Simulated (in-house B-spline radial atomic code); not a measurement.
RPA and G0W0 on Hartree-Fock: Te+

Configuration [Kr] 4d10 5s2 5p3, highest spin, mean-field start Hartree-Fock. Computed with a B-spline radial code for spherical atoms: all electrons, scalar-relativistic (spin-free one-electron X2C), finite nucleus, each spin shell either full or empty, empty states to l = 9 with an (l + 1/2)⁻⁴ tail; G0W0 by contour deformation at full frequency.

Spin-orbit coupling, left out, splits p levels strongly here.

Command:
```bash
python run_gw.py task.json out
```
Settings (radii: box in bohr, nucleus in fm):
```
Z                        52
electrons                51
configuration            [Kr] 4d10 5s2 5p3
hamiltonian              x2c
method                   hf
lmax                     9
rms_radius               4.7423
spin_polarised           True
box_radius               23.78
intervals                70
```

Cost of the run: 8.5 s on 1 thread of Intel(R) Xeon(R) Platinum 8259CL CPU @ 2.50GHz, with other jobs on the host.

Energies (hartree):

```
                                     term        value
                         mean-field total  -6790.66855
Hartree-Fock functional on these orbitals  -6790.66855
                      direct second order      -4.0959
                    second-order exchange       1.1393
                         SOSEX correction       1.0757
```

Question: What is the RPA correlation energy, and what remains with SOSEX?

Answer: RPA gives -3.6742 hartree (-1.96 eV per electron); RPA + SOSEX gives -2.5985, and the second-order doubles (MP2) -2.9566 hartree. RPA lacks exchange-type terms and so overcorrelates at short range.

Quasi-particle levels (eV):

```tsv
level	occupied	mean field	Σx - vxc	Σc	QP weight	G0W0
5p up	yes	-18.830	0.00	?	?	?
5s down	yes	-24.586	0.00	-1.93	0.950	-26.516
5p down	no	-7.089	0.00	-1.61	0.963	-8.699
```

G0W0 = mean field + (Σx - vxc) + Σc, with Σc (partial-wave tail included) taken at the quasi-particle energy. Only the outer levels were computed. Levels of low weight are left out.

Question: Where does G0W0 put 5p up?

Answer: At -19.383 eV, with Σc = -0.55 eV and a quasi-particle weight of 0.958. The tabulated removal energy is 18.6 ± 0.4 eV (NIST, measured); the calculation leaves out spin-orbit coupling, Breit and QED terms, and what these don't explain is the method's own error.
